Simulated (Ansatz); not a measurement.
Breaking the K1–H2 bond in KH (multiplicity 1 held). Energies count from the point at 2.265 Å.


R- and RO- levels are restricted; in cc, def2 and unpolarised 6-31G sets they are followed outwards from rest. Unrestricted levels (U-) break spin symmetry where that is lower. Curves can end on different states.

Correlated levels freeze the cores.

The values were computed with Ansatz (Gaussian basis) for Hartree–Fock, density functionals and correlated methods. Values without a source in brackets are computed.

### Question
One of these levels gives 44.20 kcal/mol for the energy at R = 9.062 Å. Which?
A. R-HF/def2-SVP
B. R-MP2/def2-SVP
C. U-MP2/def2-SVP

### Answer
B, R-MP2/def2-SVP. The others give 88.83 (R-HF/def2-SVP), 29.98 (U-MP2/def2-SVP)

Doubts at one or more of the structures used: a restricted determinant that unrestricted orbitals would lower (R-HF/def2-SVP, R-MP2/def2-SVP); a spin-contaminated determinant (U-MP2/def2-SVP).

Ansatz is a quantum-chemistry and plane-wave program.
